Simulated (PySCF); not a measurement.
# Dipole moment and polarisability of `C#CC1CCC(=N)CC1`

C₈H₁₁N.
Structure used (PBE0-D3(BJ)/def2-SVP), in Å, numbered top down from 1:
```
atom  x, y, z in Å
C1     2.9327    0.7338    1.0504
C2     2.1209    0.5284    0.1744
C3     1.1168    0.2900   -0.8629
C4     0.3899    1.5873   -1.2545
C5    -0.4853    2.1123   -0.1174
C6    -1.4397    1.0590    0.3800
N7    -2.6807    1.3214    0.4669
C8    -0.7853   -0.2572    0.7258
C9     0.0921   -0.7666   -0.4182
H10    3.6648    0.9119    1.8160
H11    1.6469   -0.0947   -1.7513
H12   -0.2391    1.3722   -2.1346
H13    1.1203    2.3517   -1.5597
H14   -1.0663    2.9919   -0.4259
H15    0.1665    2.4140    0.7222
H16   -3.1865    0.5021    0.8220
H17   -0.1493   -0.1034    1.6161
H18   -1.5512   -1.0018    0.9940
H19    0.6078   -1.6923   -0.1207
H20   -0.5412   -1.0130   -1.2869
```

Level: wB97X-D/def2-SVPD (PySCF), static field, nuclei fixed, core orbitals frozen in the response. The polarisability tensor in these axes (au):

```
x   114.72  -0.56   5.05
y    -0.56  86.70  -0.95
z     5.05  -0.95  86.87
```

Task: Give the principal values, the mean and the anisotropy Δα = √{½[(α1 − α2)² + (α2 − α3)² + (α1 − α3)²]}.

Result: Principal values 85.42, 87.24 and 115.63 au; mean 96.10 au = 14.24 Å³ = 15.84 × 10⁻⁴⁰ C²·m²/J; Δα = 29.34 au (31 % of the mean).

Task: What is the dipole moment, and where does it point?

Result: (1.60, -1.73, -0.22) D, 2.36 D in size, pointing from the negative to the positive side. Measured along this direction, the outermost atoms are H14 and N7 at the negative end and H19 and H10 at the positive end.

Task: Give the eigenvalues of the traceless quadrupole moment Θ = ½Σq(3rr − r²1), origin at the centre of nuclear charge.

Result: -14.56, 6.54, 8.03 D·Å. The values depend on the origin, since the dipole doesn't vanish. The electronic extent ⟨r²⟩ about the same centre is 1189 bohr², a root-mean-square distance of 2.25 Å for the 66 electrons.

Task: Find the Langevin capture rate constant for H3+ (3.023 u) meeting this molecule (121.089 u), k = 2.342 × 10⁻⁹ cm³/s × √(α in Å³ / reduced mass in u).

Result: The reduced mass is 2.95 u, so k = 5.15 × 10⁻⁹ cm³/s. The formula leaves out the permanent dipole, which adds to the capture rate.

Task: Molar refractivity from α?

Result: Lorentz–Lorenz: R = (4π/3)N_A α = 2.5225 cm³/(mol·Å³) × 14.24 Å³ = 35.9 cm³/mol, in the limit of long wavelengths.

Task: How large is μ²/3kT at 250 K beside α?

Result: In Gaussian units μ²/3kT = 53.95 Å³ against 14.24 Å³, a ratio of 3.79; the Debye molar polarisation (4π/3)N_A(α + μ²/3kT) is 172.0 cm³/mol, leaving out the vibrational part.

Task: Along which axes do the principal values lie, and how far do the nuclei extend along each?

Result: Largest value along (0.98, -0.02, 0.17), where the nuclei span 6.91 Å; middle along (0.12, 0.83, -0.54), 4.49 Å; least along (-0.13, 0.55, 0.82), 3.62 Å. The response follows the extents in order.

One conformer (not necessarily the lowest) at the PBE0-D3(BJ)/def2-SVP geometry, without solvent, vibrations or thermal averaging.

The run behind these numbers computed excited states as well. On Arm Neoverse V2, one thread, shared host, this took 86 s wall (grids of density and orbitals included) and 1.2 GiB of memory at its peak.
